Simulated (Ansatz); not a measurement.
`N#Cc1ccccc1-c1ccccc1C#N`. Charge 0, multiplicity 3. Geometry PBE-D4/def2-SVP, that of the neutral singlet; atoms count from 1.

```xyz
24

N     3.2037    0.9209   -1.0545
C     2.5104    0.4897   -0.2105
C     1.6887   -0.0411    0.8391
C     2.2862   -0.3164    2.0906
C     1.5138   -0.8048    3.1488
C     0.1400   -1.0245    2.9648
C    -0.4582   -0.7545    1.7274
C     0.2944   -0.2627    0.6430
C    -0.3528    0.0037   -0.6668
C     0.1624   -0.5628   -1.8493
C    -0.4449   -0.3329   -3.0904
C    -1.5873    0.4774   -3.1790
C    -2.1195    1.0556   -2.0226
C    -1.5129    0.8259   -0.7664
C    -2.0715    1.4640    0.3911
N    -2.5480    1.9947    1.3240
H     3.3611   -0.1264    2.2195
H     1.9862   -1.0151    4.1196
H    -0.4744   -1.4114    3.7915
H    -1.5331   -0.9396    1.5902
H     1.0497   -1.2088   -1.7882
H    -0.0214   -0.7940   -3.9950
H    -2.0661    0.6603   -4.1523
H    -3.0066    1.7025   -2.0744
```

At PBE0-D4/def2-SVP a singlet of charge 0 lies 3.55 eV below the triplet at the same geometry.

Question: Estimate the Mulliken populations from the PBE0/def2-SVP orbitals of Ansatz.

Answer: 
```csv
atom,charge (e),spin (α − β)
N1,0.01,0.35
C2,-0.11,-0.18
C3,-0.11,0.62
C4,0.01,-0.19
C5,0.00,0.42
C6,-0.02,0.57
C7,-0.01,-0.29
C8,0.04,0.59
C9,0.05,-0.08
C10,-0.02,0.10
C11,0.00,-0.06
C12,-0.01,0.13
C13,0.02,-0.06
C14,-0.13,0.12
C15,-0.09,-0.03
N16,0.00,0.04
H17,0.04,0.00
H18,0.05,-0.02
H19,0.05,-0.03
H20,0.04,0.01
H21,0.04,-0.01
H22,0.05,0.00
H23,0.04,-0.01
H24,0.04,0.00
```
Mulliken values depend strongly on the basis.

Question: Where does the spin sit?

Answer: Summed by element: N 0.39, C 1.65, H -0.04, of 2 unpaired in all. Largest on single atoms: C3 0.62, C8 0.59, C6 0.57.

Question: And the Mayer bond orders between heavy atoms (over 0.3)?

Answer: N1–C2 2.79 (1.17 Å); C2–C3 1.23 (1.43 Å); C3–C4 1.24 (1.41 Å); C3–C8 0.98 (1.43 Å); C4–C5 1.54 (1.40 Å); C5–C6 1.00 (1.40 Å); C6–C7 1.43 (1.40 Å); C7–C8 1.36 (1.41 Å); C8–C9 1.07 (1.49 Å); C9–C10 1.34 (1.41 Å); C9–C14 1.32 (1.43 Å); C10–C11 1.42 (1.40 Å); C11–C12 1.34 (1.40 Å); C12–C13 1.38 (1.40 Å); C13–C14 1.38 (1.41 Å); C14–C15 1.10 (1.43 Å); C15–N16 2.96 (1.17 Å).
